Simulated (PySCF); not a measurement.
**Fractional electron number in Mn⁺ (manganese, charge +1)**

The 4s alpha orbital of [Ar] 3d5 4s1 is emptied in steps (occupation f), with all orbitals relaxed, ending at [Ar] 3d5. Computed with PySCF 2.14 in def2-TZVPPD (6s6p4d2f1g, 67 functions), with the non-relativistic Hamiltonian (point nucleus). The exact energy is a straight line in f; departures are measured from the line between the end points of the same method.

| f | PBE0 (eV) | r2SCAN (eV) | LC-wPBE (eV) |
| --- | --- | --- | --- |
| 1 | 0.000 | 0.000 | 0.000 |
| 0.8 | -0.419 | -0.504 | -0.020 |
| 0.6 | -0.630 | -0.749 | -0.029 |
| 0.4 | -0.632 | -0.745 | -0.030 |
| 0.2 | -0.422 | -0.495 | -0.024 |
| 0 | 0.000 | 0.000 | 0.000 |

Q: For LC-wPBE, how does the orbital energy at f = 1 compare with the removal energy?

A: −ε = 15.407 eV against a total-energy difference of 15.542 eV. By Janak's theorem ε = ∂E/∂f, so the gap between them reflects the curvature. Along the path −ε is 15.471 (f = 0.8), 15.517 (f = 0.6), 15.550 (f = 0.4), 15.606 (f = 0.2) eV.

```csv
method,E(f=0) − E(f=1) (eV),−ε at f=1 (eV),−ε at f=0.4 (eV)
PBE0,15.759,13.146,16.275
r2SCAN,15.934,12.749,16.570
LC-wPBE,15.542,15.407,15.550
```

Reference removal energy between the ground levels: 15.640 eV (measured; NIST Atomic Spectra Database, ionization energies).
